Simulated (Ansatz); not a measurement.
Harmonic frequencies (cm⁻¹) at PBE0-D4/def2-TZVP from Ansatz: 151, 223, 274, 520, 531, 744, 1110, 1168, 1178.

**Question.** Which molecule is it?
A. `FC(F)(F)[Te]`•
B. `[F][SnH][SeH]`•
C. `[NH2][In][Cl]`•
D. `[O][InH][Cl]`•

**Answer.** A.
